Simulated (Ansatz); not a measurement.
Species: S$_{2}$O (charge 0, singlet). SMILES: [O-][S+]=S
Geometry from a B3LYP-D3(BJ)/def2-TZVP (Ansatz, a program for electronic structure) optimisation:
```xyz
3

S     -1.2713    -0.2700    -0.0085
S      0.6249    -0.2533     0.0083
O      1.2928     1.0466     0.0004
```

Quantity: vertical electron affinity (to the doublet state of charge -1; a negative value means that the extra electron is unbound and the number depends on the basis; each state is the SCF solution reached for its spin; for the singlet the Hartree-Fock reference is unstable and T1 is 0.022), in eV. Cores are frozen in the correlated levels unless marked. UHF or UKS for open shells. No spin-orbit coupling. Non-relativistic. Anions need diffuse functions: aug- sets have them; def2-D sets add few. Basis-set limits of correlation are two-point, X^-3; Hartree-Fock from the larger set. The bracket is a focal-point correction in the basis named.

```tsv
level	program	vertical electron affinity (eV)
r2SCAN/def2-TZVPD	Ansatz	1.77
BHLYP/def2-TZVPD	Ansatz	2.02
wB97X/def2-TZVPD	Ansatz	1.98
B2PLYP/def2-TZVPD	Ansatz	___
CCSD/aug-cc-pV(D+d)Z	Ansatz	___
RI-MP2/CBS(aug-cc-pV(T+d)Z,aug-cc-pV(Q+d)Z)+[CCSD(T)-MP2]/aug-cc-pV(T+d)Z	Ansatz	___
```

Problem. Fill in the missing entries.

Solution. 
- B2PLYP/def2-TZVPD, vertical electron affinity (eV): 1.64
- CCSD/aug-cc-pV(D+d)Z, vertical electron affinity (eV): 1.60
- RI-MP2/CBS(aug-cc-pV(T+d)Z,aug-cc-pV(Q+d)Z)+[CCSD(T)-MP2]/aug-cc-pV(T+d)Z, vertical electron affinity (eV): 1.70
